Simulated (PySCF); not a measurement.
**TlBr and its ions**

RHF-SCS-MP2; PySCF, scalar-relativistic core potentials, basis sets Tl def2-SVP with ECP60, Br def2-SVP. Neutral (RHF): singlet (closed shell), Re = 2.678 Å, ωe = 196 cm⁻¹, De = 3.71 eV.

TlBr⁺ (UHF): doublet (π ↑), Re = 3.428 Å, ωe = 62.3 cm⁻¹. The energies at the minima are -2743.97503 hartree for TlBr and -2743.65966 for TlBr⁺.

(1) Work out the adiabatic ionisation energy, without and with harmonic zero-point energies (1 hartree = 27.2114 eV, 1 eV = 8065.5 cm⁻¹), and the change of the bond length.

Correlated steps freeze 13 core orbitals. Correlated levels converge slowly with the basis: in double zeta they bind strong bonds too weakly, by up to about 1 eV, and carry superposition errors of some tenths. Spin–orbit coupling is left out, which matters for elements this heavy, above all for dissociation energies. Where the molecule has an RHF reference, its open-shell atoms are computed with UHF. States were picked by a PBE0 search and need not be the measured ground states.

Neutral and ion stand on different kinds of reference determinant, which adds to the error of the difference.

Results:

(1) At SCS-MP2: 0.31537 hartree = 8.582 eV between the minima; the zero-point term (62.3 − 196.0)/2 cm⁻¹ = -0.008 eV makes it 8.573 eV. Re changes by +75.0 pm against the neutral. The electron leaves a π orbital, and the ion is left as a loose complex of an ion and an atom.
